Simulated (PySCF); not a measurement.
**Correlation energy of C+ (carbon, charge +1)**

[He] 2s2 2p1, 2P determinant. Calculation: PySCF 2.14, in aug-cc-pVDZ (4s3p2d, 23 functions); the non-relativistic Hamiltonian (point nucleus). Frozen: 1s2; 3 electrons correlated.

MP2 pair energies summed by pair of shells (mhartree):

```
 pair  energy  share (%)
2s-2s  -25.78       61.9
2s-2p  -15.87       38.1
```

Total MP2 correlation energy: -41.65 mhartree.

Same-spin part -2.42 and opposite-spin part -39.23 mhartree; SCS-MP2 scales them by 1/3 and 6/5 to -47.89 mhartree.
